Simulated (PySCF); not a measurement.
Vertical excitation energies

Compound: Cd(CCH)2, C4H2Cd (singlet state).
Geometry (PBE0-D3(BJ)/def2-SVP, Å), atoms numbered from 1 in this order:
```
atom  x, y, z in Å
Cd1   -0.011   -0.005    0.000
C2    -0.003   -0.022    2.030
C3     0.005   -0.029    3.250
H4     0.012   -0.036    4.326
C5    -0.009    0.017   -2.030
C6     0.000    0.031   -3.250
H7     0.007    0.043   -4.326
```

Level of theory: TDDFT CAM-B3LYP/def2-SVPD, vertical, gas phase, core orbitals frozen in the response, def2 core potentials past Kr (PySCF 2.14.0, density-fitted response routines). Spin–orbit coupling is left out.

| state | E (eV) | E (kJ/mol) | λ (nm) | f | symmetry | main configurations (H = HOMO, L = LUMO) |
| --- | --- | --- | --- | --- | --- | --- |
| S1 | 5.43 | 524 | 228.5 | 0.0000 | – | H-1/H→L/L+1 (≥67%) |
| S2 | 5.57 | 537 | 222.8 | 0.0000 | – | H-1/H→L/L+1 (≥86%) |
| S3 | 5.57 | 537 | 222.8 | 0.0000 | – | H-1/H→L/L+1 (≥86%) |
| S4 | 5.63 | 543 | 220.4 | 0.0000 | – | H-3/H-2→L/L+1 (≥61%), H-1/H→L+6 (≥8%) |
| S5 | 5.81 | 561 | 213.4 | 0.0000 | – | H-3/H-2→L/L+1 (≥62%) |
| S6 | 5.81 | 561 | 213.4 | 0.0000 | – | H-3/H-2→L/L+1 (≥62%) |
| S7 | 6.75 | 651 | 183.7 | 0.623 | Σu+ | H-1/H→L/L+1 (≥88%) |
| S8 | 7.06 | 682 | 175.5 | 0.0000 | – | H-3/H-2→L/L+1 (≥87%) |
| S9 | 7.14 | 689 | 173.6 | 0.0000 | – | H-1/H→L+2 (≥91%) |
| S10 | 7.14 | 689 | 173.6 | 0.0002 | – | H-1/H→L+2 (≥91%) |

Triplets (Tamm–Dancoff): T1 4.66 eV, H-1/H→L/L+1 (≥51%), H-3/H-2→L+6 (≥10%); T2 4.79 eV, H-3/H-2→L/L+1 (≥45%), H-1/H→L+6 (≥14%); T3 5.02 eV, H-1/H→L/L+1 (≥71%), H-3/H-2→L+6 (≥9%); T4 5.02 eV, H-1/H→L/L+1 (≥71%), H-3/H-2→L+6 (≥9%).

The lowest singlet lies at 5.43 eV (229 nm, ultraviolet) and is dark (f under 0.0005); its leading configuration is HOMO-1/HOMO→LUMO/LUMO+1 (≥67%). The most intense listed level is S7 at 6.75 eV (184 nm, f = 0.623), 1.32 eV above S1. S2/S3, S5/S6 and S9/S10 lie within about 0.01 eV of each other in each set; the point group D∞h has degenerate representations, and within a degenerate level the listed configurations can mix freely. Löwdin shares by element: HOMO (one of a set within 0.03 eV) carbon 92%; LUMO (one of a set within 0.03 eV) cadmium 60%, carbon 29% or more; for S7 the Löwdin share of cadmium is at most 9% in HOMO and 60% in LUMO (ligand-to-metal charge transfer by this measure). Orbital energies (eV): HOMO-3 -9.49, HOMO-2 -9.49, HOMO-1 -9.20, HOMO -9.20, LUMO -0.25, LUMO+1 -0.25, LUMO+2 1.06. Of the 10 states listed, 1 reaches f = 0.01 and 9 stay under 0.0005. The listed states span 1.72 eV, and the widest gap between neighbours is 0.94 eV (S6 to S7). No computed singlet lies in the visible range (380 to 750 nm); the lowest, at 229 nm, stands 2.16 eV above its violet end (3.26 eV). All these states lie below the vertical ionisation energy of 10.11 eV (ΔSCF). Symmetry labels in D∞h follow from the direction of the transition dipole and are given only for states with f of 0.002 or more. Orbitals of the list HOMO-3 to LUMO+2 that lie within 0.01 eV of each other are written together with a slash and their weights summed (≥ marks a lower bound); for degenerate orbitals outside that list single weights are arbitrary. Singlets were solved by full linear response, triplets in the Tamm–Dancoff approximation.

Hardware: an x86-64 server with one thread, on a shared host. Cost: 43 s of wall time.
